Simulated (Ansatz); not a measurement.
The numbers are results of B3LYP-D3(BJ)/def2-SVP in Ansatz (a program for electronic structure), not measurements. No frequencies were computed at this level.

Ansatz 0.2 input:
```yaml
crystal:
  periodic: [false, false, false]
  atoms:
    - { symbol: C, position_ang: [-3.098449, -0.007957, 0.246854] }
    - { symbol: C, position_ang: [-1.803321, 0.75886, 0.083022] }
    - { symbol: Sn, position_ang: [-0.026844, -0.523872, 0.062117] }
    - { symbol: C, position_ang: [1.874475, 0.541516, -0.165249] }
    - { symbol: C, position_ang: [3.075715, -0.377525, -0.234651] }
    - { symbol: H, position_ang: [-3.940316, 0.682531, 0.251072] }
    - { symbol: H, position_ang: [-3.108168, -0.563512, 1.180063] }
    - { symbol: H, position_ang: [-3.239886, -0.713475, -0.566692] }
    - { symbol: H, position_ang: [-1.691959, 1.476981, 0.89361] }
    - { symbol: H, position_ang: [-1.821715, 1.323526, -0.84759] }
    - { symbol: H, position_ang: [-0.177189, -1.682676, -1.153037] }
    - { symbol: H, position_ang: [0.011527, -1.466876, 1.459125] }
    - { symbol: H, position_ang: [1.979166, 1.226526, 0.674472] }
    - { symbol: H, position_ang: [1.81699, 1.145884, -1.069044] }
    - { symbol: H, position_ang: [3.985834, 0.209442, -0.347156] }
    - { symbol: H, position_ang: [3.000317, -1.055393, -1.079938] }
    - { symbol: H, position_ang: [3.163821, -0.973979, 0.668746] }
basis:
  gaussian: { orbitals: def2-svp }
hamiltonian:
  xc: b3lyp
  dispersion: d3bj
relax:
  max_steps: 150
```

Output:

```
Functional definition: B3LYP
1686 factors; integrals over basis functions are off by at most 3.5e-4 eV
mean field evaluation 1: about -10159.5446 eV, gradient 7.4e1 eV
mean field evaluation 2: about -10147.8781 eV, gradient 9.6e1 eV
mean field evaluation 4: about -10173.5615 eV, gradient 3.7e0 eV
mean field evaluation 8: about -10173.6198 eV, gradient 8.4e-2 eV
mean field evaluation 16: about -10173.6198 eV, gradient 8.9e-5 eV
mean field -10173.61982434 eV, -373.8736326172 hartree, gradient 8.9e-5 eV, S^2 0.000000; 0 other end points of the search recorded, 0 dependent functions left out
reference -10173.62012049 eV, -373.8736435006 hartree; 29, 29 occupied and 113, 113 virtual orbitals, 1686 factors
relax step   1: F+E_penalty+E_count = -10174.24235012 eV  Δ(F+E_penalty+E_count) = +0.000e0 eV  max|allowed force component| = 6.475e-1 eV/Å  Δτ_max = 0.0000 Å  (26 SCF iters, accepted)
these checks for a lower state are left out or cut short: starts, cluster_reference, orbital_swaps, neighbouring_geometries, increment
1686 factors; integrals over basis functions are off by at most 3.7e-4 eV
mean field -10173.69802283 eV, -373.8765063588 hartree, gradient 7.8e-6 eV, S^2 0.000000; 0 other end points of the search recorded, 0 dependent functions left out
reference -10173.69831952 eV, -373.8765172618 hartree; 29, 29 occupied and 113, 113 virtual orbitals, 1686 factors
relax step   2: F+E_penalty+E_count = -10174.31984751 eV  Δ(F+E_penalty+E_count) = -7.750e-2 eV  max|allowed force component| = 4.002e-1 eV/Å  Δτ_max = 0.1707 Å  (27 SCF iters, accepted)
these checks for a lower state are left out or cut short: starts, cluster_reference, orbital_swaps, neighbouring_geometries, increment
1686 factors; integrals over basis functions are off by at most 3.5e-4 eV
mean field -10173.72960518 eV, -373.8776669888 hartree, gradient 8.3e-5 eV, S^2 0.000000; 0 other end points of the search recorded, 0 dependent functions left out
reference -10173.72990257 eV, -373.8776779176 hartree; 29, 29 occupied and 113, 113 virtual orbitals, 1686 factors
relax step   3: F+E_penalty+E_count = -10174.35010671 eV  Δ(F+E_penalty+E_count) = -3.026e-2 eV  max|allowed force component| = 6.676e-2 eV/Å  Δτ_max = 0.1001 Å  (25 SCF iters, accepted)
these checks for a lower state are left out or cut short: starts, cluster_reference, orbital_swaps, neighbouring_geometries, increment
1686 factors; integrals over basis functions are off by at most 3.5e-4 eV
mean field evaluation 32: about -10173.7309 eV, gradient 1.2e-3 eV
mean field -10173.73086399 eV, -373.8777132490 hartree, gradient 2.2e-5 eV, S^2 0.000000; 0 other end points of the search recorded, 0 dependent functions left out
reference -10173.73116141 eV, -373.8777241792 hartree; 29, 29 occupied and 113, 113 virtual orbitals, 1686 factors
relax step   4: F+E_penalty+E_count = -10174.35090740 eV  Δ(F+E_penalty+E_count) = -8.007e-4 eV  max|allowed force component| = 3.036e-2 eV/Å  Δτ_max = 0.0113 Å  (22 SCF iters, accepted)
these checks for a lower state are left out or cut short: starts, cluster_reference, orbital_swaps, neighbouring_geometries, increment
1686 factors; integrals over basis functions are off by at most 3.5e-4 eV
mean field -10173.72975754 eV, -373.8776725878 hartree, gradient 8.7e-5 eV, S^2 0.000000; 0 other end points of the search recorded, 0 dependent functions left out
reference -10173.73005492 eV, -373.8776835163 hartree; 29, 29 occupied and 113, 113 virtual orbitals, 1686 factors
relax step   5: F+E_penalty+E_count = -10174.35059653 eV  Δ(F+E_penalty+E_count) = +3.109e-4 eV  max|allowed force component| = 8.634e-2 eV/Å  Δτ_max = 0.0257 Å  (25 SCF iters, rejected (line search))
these checks for a lower state are left out or cut short: starts, cluster_reference, orbital_swaps, neighbouring_geometries, increment
1686 factors; integrals over basis functions are off by at most 3.5e-4 eV
mean field -10173.73097786 eV, -373.8777174339 hartree, gradient 9.4e-6 eV, S^2 0.000000; 0 other end points of the search recorded, 0 dependent functions left out
reference -10173.73127529 eV, -373.8777283640 hartree; 29, 29 occupied and 113, 113 virtual orbitals, 1686 factors
relax step   6: F+E_penalty+E_count = -10174.35113686 eV  Δ(F+E_penalty+E_count) = -2.295e-4 eV  max|allowed force component| = 2.146e-3 eV/Å  Δτ_max = 0.0111 Å  (22 SCF iters, accepted)
these checks for a lower state are left out or cut short: starts, cluster_reference, orbital_swaps, neighbouring_geometries, increment
1686 factors; integrals over basis functions are off by at most 3.5e-4 eV
mean field -10173.73108054 eV, -373.8777212073 hartree, gradient 1.6e-5 eV, S^2 0.000000; 0 other end points of the search recorded, 0 dependent functions left out
reference -10173.73137799 eV, -373.8777321384 hartree; 29, 29 occupied and 113, 113 virtual orbitals, 1686 factors
relax step   7: F+E_penalty+E_count = -10174.35120386 eV  Δ(F+E_penalty+E_count) = -6.700e-5 eV  max|allowed force component| = 7.034e-3 eV/Å  Δτ_max = 0.0104 Å  (21 SCF iters, accepted)
1686 factors; integrals over basis functions are off by at most 3.5e-4 eV
mean field evaluation 64: about -10173.7311 eV, gradient 1.8e-3 eV
mean field -10173.73108054 eV, -373.8777212073 hartree, gradient 1.6e-5 eV, S^2 0.000000; 1 other end points of the search recorded, 0 dependent functions left out
reference -10173.73137799 eV, -373.8777321384 hartree; 29, 29 occupied and 113, 113 virtual orbitals, 1686 factors
Total energy: -10174.35150132 eV, -373.9005212502 hartree
Atom 0 at    -3.098321     0.014273     0.246530 Å, force    -0.002754    -0.000371     0.000269 eV/Å
Atom 1 at    -1.763265     0.743358     0.085504 Å, force    -0.003878     0.000554    -0.000110 eV/Å
Atom 2 at    -0.030524    -0.585098     0.061651 Å, force     0.000353     0.007034    -0.000846 eV/Å
Atom 3 at     1.832609     0.529975    -0.168860 Å, force     0.004068     0.000245     0.000498 eV/Å
Atom 4 at     3.078592    -0.355229    -0.230761 Å, force     0.002564    -0.000807    -0.000189 eV/Å
Atom 5 at    -3.948667     0.718428     0.253309 Å, force     0.001862     0.000192    -0.000114 eV/Å
Atom 6 at    -3.141566    -0.556006     1.189101 Å, force     0.001330     0.001078    -0.000644 eV/Å
Atom 7 at    -3.275312    -0.700539    -0.573997 Å, force     0.001291     0.001341     0.000323 eV/Å
Atom 8 at    -1.603653     1.464638     0.903720 Å, force     0.000738    -0.002199    -0.000178 eV/Å
Atom 9 at    -1.737065     1.320842    -0.853127 Å, force     0.000251    -0.001426     0.000479 eV/Å
Atom 10 at    -0.188583    -1.709745    -1.243794 Å, force    -0.000894    -0.002397    -0.001373 eV/Å
Atom 11 at     0.019189    -1.487888     1.536889 Å, force     0.000581    -0.002931     0.001528 eV/Å
Atom 12 at     1.889521     1.237145     0.674868 Å, force    -0.000554    -0.001522    -0.000789 eV/Å
Atom 13 at     1.731723     1.137688    -1.083036 Å, force    -0.000832    -0.002196     0.000234 eV/Å
Atom 14 at     3.998549     0.244055    -0.346972 Å, force    -0.001821     0.000412     0.000056 eV/Å
Atom 15 at     3.039065    -1.057510    -1.079737 Å, force    -0.000845     0.001380     0.001052 eV/Å
Atom 16 at     3.197706    -0.958388     0.684437 Å, force    -0.001460     0.001614    -0.000197 eV/Å
Dipole moment:     0.010619     0.198305    -0.016398 e Å
```

Cost: about 2.3 core-minutes (a rough figure).
